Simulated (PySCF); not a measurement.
A side-by-side comparison of computed properties.

First species: C₆H₁₂S.
SMILES: `CS[C@@H](C)C1CC1`

Second species: C6H6N2O.
SMILES: `[H]/N=C\C1=CC=[N+]([O-])C=C1`

Levels: CAM-B3LYP/def2-SVPD for dipole moment, HOMO energy, LUMO energy, HOMO–LUMO gap, static isotropic polarisability and electronic spatial extent ⟨r²⟩ about the centre of nuclear charge; TDDFT CAM-B3LYP/def2-SVPD for lowest singlet excitation; TDA CAM-B3LYP/def2-SVPD for lowest triplet excitation (Tamm–Dancoff); GFN2-xTB for rotational constant A and rotational constant C. Geometries: GFN2-xTB. Each species is one conformer at its optimised geometry, gas phase, non-relativistic unless stated. Electronic properties by PySCF.

The conformers computed, where there is a choice (atom-mapped SMILES and torsion angles):
- `[CH3:1][S:2][C@@H:3]([CH3:4])[CH:5]1[CH2:6][CH2:7]1`: C1–S2–C3–C4 85°, S2–C3–C5–C6 156°
- `[H]/[N:1]=[CH:2]\[c:3]1[cH:4][cH:5][n+:6]([O-:7])[cH:8][cH:9]1`: N1–C2–C3–C4 0°

Values for the first species:

```
Dipole moment                                                     : 1.64 D
HOMO energy                                                       : -7.53 eV
LUMO energy                                                       : 1.27 eV
HOMO–LUMO gap                                                     : 8.80 eV
Lowest singlet excitation                                         : 5.36 eV
Lowest triplet excitation (Tamm–Dancoff)                          : 4.92 eV
Static isotropic polarisability                                   : 91.5 au
Electronic spatial extent ⟨r²⟩ about the centre of nuclear charge : 1143 bohr²
Rotational constant A                                             : 3.702 GHz
Rotational constant C                                             : 1.131 GHz
```

Estimate the same properties for the second species, and the change in each.

```
                                                         property       first      second  second less first
                                                    dipole moment      1.64 D      1.38 D            -0.26 D
                                                      HOMO energy    -7.53 eV    -7.93 eV           -0.40 eV
                                                      LUMO energy     1.27 eV    -1.35 eV           -2.62 eV
                                                    HOMO–LUMO gap     8.80 eV     6.58 eV           -2.22 eV
                                        lowest singlet excitation     5.36 eV     4.21 eV           -1.15 eV
                         lowest triplet excitation (Tamm–Dancoff)     4.92 eV     2.30 eV           -2.62 eV
                                  static isotropic polarisability     91.5 au     96.6 au            +5.1 au
electronic spatial extent ⟨r²⟩ about the centre of nuclear charge  1143 bohr²  1254 bohr²         +111 bohr²
                                            rotational constant A   3.702 GHz   5.358 GHz         +1.656 GHz
                                            rotational constant C   1.131 GHz   0.865 GHz         -0.266 GHz
```

On the first: The dipole equals about 5.5 × 10⁻³⁰ C·m (1 D = 3.33564 × 10⁻³⁰ C·m).

On the second: The polarisability is 14.31 Å³ as a volume (1 au = 0.148185 Å³), or 1.51 au for each of the 64 electrons. The vertical singlet–triplet gap S1 − T1 is 1.91 eV (TDDFT singlet less Tamm–Dancoff triplet; S1: HOMO−1→LUMO, weight 0.87; T1: HOMO→LUMO, weight 0.92).
